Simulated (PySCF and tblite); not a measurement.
Results of a calculation; reference values are marked as such.
C₆H₈F₂, numbered as in [F:1][C:2]1=[CH:3][CH2:4][CH2:5][CH2:6][C@@H:7]1[F:8]: conformational analysis

Geometries GFN2-xTB; weights from PBE0-D3(BJ)/def2-SVP energies and GFN2-xTB thermal corrections, with symmetry numbers and mirror pairs. Conformers within 2.5 kcal/mol (GFN2-xTB free energy) were kept, 4 at most. GIAO shieldings: mPW1PW91/pcSseg-1. Shifts are against TMS (¹H), TMS (¹³C), CFCl3 (¹⁹F) at the same level; of two unlike H on one atom, a is the less shielded. Codes: tblite and PySCF.

The 6-ring runs over atoms 2–3–4–5–6–7.

```
conformer                                                        shape  symmetry  E(GFN2) kcal/mol  E(DFT) kcal/mol  G(298.15 K) kcal/mol  weight %  dipole D
        1   6-ring half-chair (ring torsions 14, -45, 64, -48, 18, 0°)        C1              0.00             0.00                  0.00      90.9      2.70
        2  6-ring half-chair (ring torsions -19, 50, -64, 43, -13, 0°)        C1              1.38             1.41                  1.37       9.1      3.10
```

Weights (%) against temperature:

```tsv
T (K)	1	2	S(mix) cal/mol/K
250	94.0	6.0	0.45
298.15	90.9	9.1	0.60
350	87.7	12.3	0.74
```

Averaged shifts at 298.15 K. ¹H: 5.79 (H3, 1H), 5.19 (H7, 1H), 2.30 (H4a, 1H), 2.19 (H4b, 1H), 2.19 (H6a, 1H), 1.92 (H5a, 1H), 1.52 (H5b, 1H), 1.51 (H6b, 1H) ppm. ¹³C: 168.5 (C2), 117.8 (C3), 87.6 (C7), 33.9 (C6), 27.4 (C4), 20.3 (C5) ppm. ¹⁹F: -108.3 (F1), -202.9 (F8) ppm.

Coordinates of conformer 1 (Å):

```xyz
16

F    -0.308    2.800   -0.444
C    -0.079    1.482   -0.228
C     1.104    1.067    0.190
C     1.392   -0.372    0.474
C     0.310   -1.289   -0.091
C    -1.077   -0.741    0.233
C    -1.266    0.599   -0.471
F    -1.413    0.373   -1.835
H     1.893    1.783    0.362
H     2.366   -0.636    0.058
H     1.461   -0.498    1.560
H     0.422   -2.294    0.318
H     0.414   -1.350   -1.176
H    -1.188   -0.593    1.308
H    -1.850   -1.430   -0.109
H    -2.189    1.108   -0.161
```

Unscaled ¹⁹F shifts at such levels can be off by tens of ppm; differences between conformers or isomers are more reliable. Shifts are unscaled: against experiment ¹³C can be off by 15 ppm or more and ¹H by 0.8 ppm.

Search and properties took 66 s on 1 thread of Arm Neoverse V2, on a host shared with other jobs (rough), launched as `OMP_NUM_THREADS=1 python ens_run.py task.json out`.


Conformer gaps in def2-SVP on xTB geometries can be 2 kcal/mol too large for S=O, P=O and other polar bonds.